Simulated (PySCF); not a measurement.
Nb(NH)(F)2(OH) (F2H2NNbO), SMILES [NH]=[Nb]([OH])([F])[F], multiplicity 1.

Geometry optimised at B3LYP-D3(BJ)/def2-SVP. The multiplicity is an assumed one; no other spin state was optimised. The structure was generated by enumeration; whether it is a known compound was not checked. The def2 effective core potentials stand for the cores of Nb; spin–orbit coupling is left out. The values are those of a single conformer.

Two levels are set side by side: TDDFT-PBE/def2-SVPD (PySCF) and TDDFT-PBE0/def2-SVPD (PySCF). Vertical, same geometry. The lowest singlet is HOMO→LUMO 90 % with PBE and HOMO→LUMO 82 %, HOMO−1→LUMO+1 15 % with the other functional; states are paired by order. Differences are taken from unrounded values.

```tsv
quantity	TDDFT-PBE
lowest singlet excitation (eV)	4.87
lowest triplet excitation (TDA) (eV)	4.44
```

Q: These are the TDDFT-PBE values. What does TDDFT-PBE0 give? (An estimate is asked for; the answer gives what the named calculation found.)

A: 
| quantity | TDDFT-PBE0 | TDDFT-PBE minus TDDFT-PBE0 |
|---|---|---|
| lowest singlet excitation (eV) | 5.09 | -0.21 |
| lowest triplet excitation (TDA) (eV) | 4.46 | -0.02 |

Functionals without exact exchange tend to place singlet excitations lower, as here. Differences between two approximate levels are no errors against the true value.

Rough cost on one machine, each run with all the roots and properties that it gave: TDDFT-PBE0 against TDDFT-PBE about 4 times.
